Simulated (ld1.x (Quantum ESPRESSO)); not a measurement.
Values are calculated unless marked as measured or tabulated.
## Pseudopotentials across the periodic table

Generated with ld1.x 7.5 (TM, RRKJ, ultrasoft, PAW), atompaw 4.2 or ONCVPSP 4.0.1. The cutoff is in Ry: for ld1.x and atompaw files where the sum of valence levels is converged to 10 mRy in a Bessel basis, for ONCV files where the hardest occupied wave has 1 mHa per electron of residual kinetic energy. The error is the largest all-electron minus pseudo excitation energy over each file’s own four to seven test configurations (ionisations up to +4, promotions, holes and added fractions of an electron), all of which were solved. The labels leave out finer settings (local radius, basis sizes, second energies), which also bear on the numbers. Spin-polarised tests are not counted. The rows are a selection from randomly drawn settings: files with unsolved tests, undetermined cutoffs or missed reference levels are left out.

A true bound ghost makes a file unfit for plane-wave use even where its test errors are small: the radial tests pick states by their node count and pass the ghost by.

```tsv
element	potential	cutoff (Ry)	largest error (meV)	bound ghosts
He	PAW, PBE, scalar-relativistic, rc 0.75/0.60 (sp), local smoothed, core correction no, reference 1s2	70	-0.3	none
Fe	RRKJ, PBEsol, fully relativistic, rc 1.10/1.40/1.15 (spd), local d, core correction no, reference 3s2 3p6 3d5 4s0 4p0	160	-80	none
Nb	TM semilocal, PBE, scalar-relativistic, rc 3.40/1.75/1.80 (spd), local d, core correction no, reference 4p6 4d4 5s1 5p0	40	+129	none
I	ultrasoft, PBEsol, scalar-relativistic, rc 1.85/1.90/1.40 (spd), local smoothed, core correction yes, reference 4d10 5s2 5p5	80	-62	s
Pm	TM, BLYP, non-relativistic, rc 2.65/2.60/3.30 (spd), local smoothed, core correction no, reference 5s2 5p6 5d1 6s0 6p0	15	+679	none
Hf	TM, BLYP, scalar-relativistic, rc 2.05/3.15/3.00 (spd), local p, core correction yes, reference 5d2 6s0.5 6p0	18	-241	none
Bi	TM, PBE, scalar-relativistic, rc 1.80/2.15/2.00 (spd), local s, core correction yes, reference 6s2 6p3	25	-860	d
```

Problem. Fill in the row for Gd: TM semilocal, PBE, scalar-relativistic, rc 2.90/3.55/2.15 (spd), local s, core correction no, reference 5d1 6s0 6p0.

Solution. cutoff 15 Ry, largest error +1098 meV, bound ghosts: none.

Problem. Fill in the row for Sn: TM semilocal, PBE, scalar-relativistic, rc 2.10/2.10/2.15 (spd), local d, core correction no, reference 5s2 5p2.

Solution. cutoff 21 Ry, largest error +143 meV, bound ghosts: none.
